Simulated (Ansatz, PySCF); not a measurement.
Gas-phase reaction in SMILES: C[SiH2]C [dimethylsilane] -> C[SiH2] + [CH3] (CH3) (the C-Si bond at the site shown breaks; other sites are not compared here)
Geometries: B3LYP-D3(BJ)/def2-TZVP minima from Ansatz (a program for electronic structure). Frequencies are from Ansatz or PySCF.
Geometry of the first species:
SMILES: C[SiH2]C
```xyz
11

Si     0.0842     0.5358     0.0835
C     -1.6066    -0.2779     0.0432
C      1.4496    -0.7206    -0.1988
H      0.1538     1.5883    -0.9636
H      0.2845     1.1995     1.3982
H     -1.7855    -0.7568    -0.9220
H     -1.6892    -1.0432     0.8180
H     -2.4007     0.4529     0.2074
H      1.4315    -1.4952     0.5709
H      1.3352    -1.2088    -1.1691
H      2.4330    -0.2473    -0.1754
```

Quantity: bond dissociation energy (enthalpy at 298 K, with B3LYP-D3(BJ) rigid-rotor harmonic-oscillator terms), in kcal/mol. Cores are frozen in the correlated levels unless marked. Open shells are spin-unrestricted. No spin-orbit coupling. Non-relativistic. CBS marks a two-point X^-3 extrapolation of the correlation energy; Hartree-Fock from the larger set. The bracket is a focal-point correction in the basis named.

Level to compare with: RI-MP2/CBS(cc-pV(T+d)Z,cc-pV(Q+d)Z)+[CCSD(T)-MP2]/cc-pV(T+d)Z (Ansatz), 90.6 kcal/mol. It is a level with limits of its own, and the differences hold the functionals' basis error too.

**Question.** Rank these functionals by how close they come to RI-MP2/CBS(cc-pV(T+d)Z,cc-pV(Q+d)Z)+[CCSD(T)-MP2]/cc-pV(T+d)Z, closest first: r2SCANh/def2-TZVPD (Ansatz); M06-2X/def2-TZVPD (PySCF); revPBE/def2-TZVPD (Ansatz).

**Answer.** M06-2X/def2-TZVPD (hybrid meta-GGA, 88.4 kcal/mol, difference -2.2), r2SCANh/def2-TZVPD (hybrid meta-GGA, 82.4 kcal/mol, difference -8.2), revPBE/def2-TZVPD (GGA, 80.4 kcal/mol, difference -10.2)
